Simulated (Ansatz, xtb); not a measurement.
# Two isomers of C5H9NSSi

Structure X: `Cc1csc(N[SiH3])c1`, a singlet. Structure Y: `[SiH3]SCn1cccc1`, a singlet. Both are isolated molecules in the gas phase, relaxed with B3LYP/def2-SVP; each stands in its lowest conformer found.

Quicker runs give these differences E(Y) − E(X): GFN2-xTB −9.3 kJ/mol; HF/STO-3G +50.3 kJ/mol (at GFN2-xTB geometries); r2SCAN-D4/def2-SVP +18.9 kJ/mol (at GFN2-xTB geometries).

Question: Estimate which is lower in electronic energy at CCSD(T)/def2-SVP + ΔMP2/def2-TZVPP, and by roughly how much.

Answer: The CCSD(T)/def2-SVP + ΔMP2/def2-TZVPP calculation puts structure X lower, by 30.8 kJ/mol.

Level by level:

| level | geometry | E(Y) − E(X) (kJ/mol) | departure from the last row (kJ/mol) | job, with rough time for the two |
| --- | --- | --- | --- | --- |
| GFN2-xTB | GFN2-xTB | −9.3 | −40.1 | optimisation, 0.32 s |
| HF/STO-3G | GFN2-xTB | +50.3 | +19.5 | single point, 0.56 s |
| r2SCAN-D4/def2-SVP | GFN2-xTB | +18.9 | −11.9 | single point, 5.7 s |
| B3LYP/def2-SVP | B3LYP/def2-SVP | +14.1 | −16.7 | optimisation, 66 s |
| HF/def2-SVP | B3LYP/def2-SVP | +11.9 | −18.8 | part of the CCSD(T) run |
| MP2/def2-SVP | B3LYP/def2-SVP | +17.6 | −13.2 | part of the CCSD(T) run |
| CCSD(T)/def2-SVP | B3LYP/def2-SVP | +14.9 | −15.9 | single point |
| CCSD(T)/def2-SVP + ΔMP2/def2-TZVPP | B3LYP/def2-SVP | +30.8 |  | single point, 2.6 min |

As drawn, Y has 1 S–Si, 1 C–S, 2 C∷N, 1 C–H in place of 1 C–C, 2 C∷S, 1 N–Si, 1 N–H (∷ is an aromatic bond).

GFN2-xTB puts the two in the other order. The largest departure from CCSD(T)/def2-SVP + ΔMP2/def2-TZVPP is that of GFN2-xTB, 40.1 kJ/mol. The last row adds to CCSD(T) the change of the MP2 difference between the two basis sets, here +15.9 kJ/mol, a large step that makes the value less sure.

With thermal terms from frequencies at re-optimised GFN2-xTB minima (ideal gas, soft modes damped towards free rotors, one conformer each, 298.15 K, 1 atm): on the last row, ΔE + ΔZPE = +36.0, ΔH = +34.2, ΔG = +37.3 kJ/mol.

The correlated steps freeze 16 core orbitals. Programs: Ansatz 0.2.0, xtb 6.7.1; the last row on 4 threads of Arm Neoverse V1 on a shared host.
